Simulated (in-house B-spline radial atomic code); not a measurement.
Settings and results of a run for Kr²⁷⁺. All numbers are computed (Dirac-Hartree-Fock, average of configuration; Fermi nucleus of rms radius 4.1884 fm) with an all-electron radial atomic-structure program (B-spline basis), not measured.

Command:
```bash
python run_scf.py task.json out
```
Settings (nuclear radius in fm, mass in u):
```
Z                36
configuration    [He] 2s2 2p5
hamiltonian      dirac
method           hf
spin_polarised   False
nucleus          fermi
rms_radius       4.1884
atomic_mass      83.9115
speed_of_light   137.035999084
```

Output (hartree, bohr):
```
 radial grid: 56 intervals, B-splines of order 8, outer radius 1.444 bohr

 iter        energy (Eh)    residual
    1      -2207.2634079    2.43e+00
    2      -2218.1952927    1.36e-01
    3      -2218.2179531    6.46e-02
    4      -2218.2230637    3.08e-02
    5      -2218.2245467    1.50e-03
    6      -2218.2245505    2.54e-06
    7      -2218.2245505    4.97e-08

 total energy                    -2218.224550
 kinetic                           2288.17070
 electron-nucleus                 -4745.04442
 electron-electron                  238.64917

 first-order corrections (not in the total)
   Gaunt                            1.26783
   retardation                     -0.10313
   frequency dependence            -0.00559
   self-energy                      1.04150
   Uehling                         -0.10780
   Wichmann-Kroll                   0.00122
   recoil                           0.01177

 orbital      occ     eigenvalue          <r>       <r^2>       <1/r>     <1/r^3>       <r^4>       r_max    small
 1s1/2      2.000     -584.15871    0.0413958  0.00230691     36.8133           - 1.37122e-05     0.02707  1.71e-02
 2s1/2      2.000     -121.12116     0.177521   0.0370203     8.49671           -  0.00230933      0.1517  3.62e-03
 2p1/2      1.667     -115.21970     0.151847   0.0280666     8.42531           -  0.00153431      0.1188  3.57e-03
 2p3/2      3.333     -113.09484     0.155435   0.0292811     8.14354     1521.54  0.00165276      0.1219  3.50e-03

 Slater integrals (Eh)
   F0(2s1/2,2s1/2)               5.089144
   F0(2s1/2,2p1/2)               5.438456
   G1(2s1/2,2p1/2)               3.035264
   F0(2s1/2,2p3/2)               5.387315
   G1(2s1/2,2p3/2)               3.057148
   F0(2p1/2,2p1/2)               5.997594
   F0(2p1/2,2p3/2)               5.925056
   G2(2p1/2,2p3/2)               2.785996
   F0(2p3/2,2p3/2)               5.855771
   F2(2p3/2,2p3/2)               2.795369
```


For the Dirac Hamiltonian the kinetic term is c α·p + (β - 1)c².
